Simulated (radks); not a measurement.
Excited configurations of the germanium ion Ge3+: one electron is placed in a higher orbital outside [Ar] 3d10. The ground configuration is [Ar] 3d10 4s1. Calculated with a radial shooting solver on a logarithmic mesh with Libxc functionals: Dirac Kohn-Sham, PBEsol, spin-unpolarised, spherical densities, finite nucleus; open shells fill j = l - 1/2 first; Fermi nuclear charge, rms radius 4.0742 fm. Excitation = E - E(ground); binding = E(ion) - E, where the ion is the core of charge +4; n* = 4/sqrt(2 binding) in atomic units, and the quantum defect is n - n*.

| outer orbital | excitation (eV) | binding (eV) | n* | quantum defect | eigenvalue (eV) | <r> (bohr) |
|---|---|---|---|---|---|---|
| 4p1/2 | 10.199 | 35.935 | 2.461 | 1.539 | -31.000 | 2.116 |
| 4d3/2 | 24.077 | 22.058 | 3.142 | 0.858 | -18.800 | 2.994 |
| 4f5/2 | 32.432 | 13.702 | 3.986 | 0.014 | -11.609 | 4.404 |
| 5p1/2 | 27.993 | 18.142 | 3.464 | 1.536 | -16.041 | 4.360 |
| 5d3/2 | 33.174 | 12.961 | 4.098 | 0.902 | -11.340 | 5.669 |
| 6s1/2 | 33.582 | 12.553 | 4.164 | 1.836 | -11.231 | 6.603 |
| 6d3/2 | 37.643 | 8.492 | 5.063 | 0.937 | -7.542 | 9.051 |
| 6f5/2 | 39.763 | 6.372 | 5.845 | 0.155 | -5.628 | 11.50 |
| 7f5/2 | 41.418 | 4.717 | 6.794 | 0.206 | -4.211 | 16.14 |

Estimate the row for 5f5/2.

Answer. excitation (eV) 37.098; binding (eV) 9.037; n* 4.908; quantum defect 0.092; eigenvalue (eV) -7.854; <r> (bohr) 7.594. The Delta-SCF ionisation energy is 46.135 eV (NIST Atomic Spectra Database: 45.716 eV, measured). Self-interaction in the functional shifts the binding energies and quantum defects, so they are the method's values and not measured ones. Spin polarisation and multiplet splitting are left out, so open shells lie too high by an amount that depends on their filling.

Beside tabulated values, note that spin-unpolarised runs miss the spin-polarisation part of the exchange energy of open shells.
